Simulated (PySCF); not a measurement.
Compound: C₃H₁₀OSi.
SMILES with atom numbers: `[CH3:1][Si:2]([CH3:3])([CH3:4])[OH:5]` (hydrogens: H6, H7, H8 on C1; H9, H10, H11 on C3; H12, H13, H14 on C4; H15 on O5)

Geometry (PBE0-D3(BJ)/def2-SVP, Å), atoms numbered from 1 in this order:
```xyz
15
C3H10OSi angstrom
C     -0.3020    1.3804   -1.0886
Si    -0.2179    0.0184    0.2022
C     -0.6811   -1.6323   -0.5383
C      1.5063   -0.0446    0.9448
O     -1.3573    0.2921    1.4052
H      0.4140    1.1995   -1.9064
H     -0.0657    2.3656   -0.6545
H     -1.3105    1.4389   -1.5275
H     -0.6489   -2.4250    0.2251
H      0.0110   -1.9104   -1.3488
H     -1.7002   -1.6033   -0.9538
H      2.2654   -0.2471    0.1721
H      1.7751    0.9074    1.4309
H      1.5738   -0.8406    1.7031
H     -1.2709    1.1170    1.8904
```

Method: TDDFT wB97X-D/def2-SVPD, vertical, gas phase, core orbitals frozen in the response (PySCF 2.14.0, density-fitted response routines).

Ground-to-excited transition dipoles (e·a0, same axes as the geometry; the sign carries no meaning), for the states with f of 0.002 or more among the lowest 7:

| state | E (hartree) | μx | μy | μz |
| --- | --- | --- | --- | --- |
| S1 | 0.2747 | -0.310 | 0.239 | -0.348 |
| S2 | 0.2984 | -0.363 | -0.456 | 0.011 |
| S3 | 0.3085 | 0.257 | -0.198 | 0.287 |
| S4 | 0.3220 | 0.060 | 0.423 | 0.232 |
| S5 | 0.3326 | 0.063 | -0.051 | 0.079 |
| S6 | 0.3373 | 0.326 | 0.036 | -0.253 |
| S7 | 0.3398 | -0.128 | 0.100 | -0.146 |

**Question.** What oscillator strength does each state have?

**Answer.** f = (2/3) ΔE |μ|² with ΔE in hartree (27.2114 eV).

| state | \|μ\|² (au) | \|μ\| (D) | f |
| --- | --- | --- | --- |
| S1 | 0.274 | 1.33 | 0.050 |
| S2 | 0.340 | 1.48 | 0.068 |
| S3 | 0.188 | 1.10 | 0.039 |
| S4 | 0.236 | 1.23 | 0.051 |
| S5 | 0.013 | 0.29 | 0.003 |
| S6 | 0.171 | 1.05 | 0.039 |
| S7 | 0.048 | 0.56 | 0.011 |

**Question.** Which bond between heavy atoms lies closest to the direction of the S2 transition dipole?

**Answer.** Si2–C3, at 33° from it; next C1–Si2 and Si2–C4 at 56°.

**Question.** What angle do the transition dipoles of S1 and S2 make?

**Answer.** |cos θ| = |μa·μb| / (|μa| |μb|) = 0.00, so θ ≈ 90° (taken between 0 and 90°, since the signs are arbitrary).

**Question.** How is the summed strength of these states shared among x, y and z?

**Answer.** (2/3) Σ ΔE μα² gives 0.087 for x, 0.101 for y and 0.071 for z, 0.259 in all.

**Question.** What peak molar absorption coefficient would the strongest computed level give as a lone Gaussian band 0.4 eV wide at half height?

**Answer.** ε(max) = 2.175×10⁸ f / FWHM, with the width in cm⁻¹. S2: 2.175×10⁸ × 0.0677 / 3226 ≈ 4600 L mol⁻¹ cm⁻¹.

The vertical ionisation energy (ΔSCF) is 10.16 eV, 0.92 eV above S7.

Without π bonds the low states may be Rydberg-like; a valence basis with one diffuse set may place them up to an eV too high.
